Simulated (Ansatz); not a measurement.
System: sum formula H2SiO3Cl, net charge -1, singlet state. It need not be the lowest isomer of its formula. Whether it binds its extra electron was not tested at this geometry. 
Structure (B3LYP-D3(BJ)/def2-TZVP (Ansatz, a program for electronic structure) minimum search):
```xyz
7

Si    -0.1540     0.0059    -0.4333
Cl     0.4579     0.4211     1.6124
O     -0.7271     1.2541    -1.1392
O      1.2211    -0.7035    -1.0711
O     -1.1517    -1.3230    -0.2336
H      1.6971    -0.0404    -1.5781
H     -2.0638    -1.0212    -0.2162
```
Charge -1, spin multiplicity 1.

Basis-set convergence of Hartree-Fock and CCSD correlation energies (hartree) with Ansatz. Correlated levels leave the core frozen unless marked. Spin-orbit coupling is left out. No relativistic terms.

| basis | functions | E(HF) | E(corr, CCSD) |
|---|---|---|---|
| aug-cc-pV(D+d)Z | 151 | -974.47394 | -0.88656 |
| aug-cc-pV(T+d)Z | 294 | ___ | ___ |

Q: Complete the blanks.

A: 
- aug-cc-pV(T+d)Z, E(HF): -974.56911
- aug-cc-pV(T+d)Z, E(corr, CCSD): -1.07927
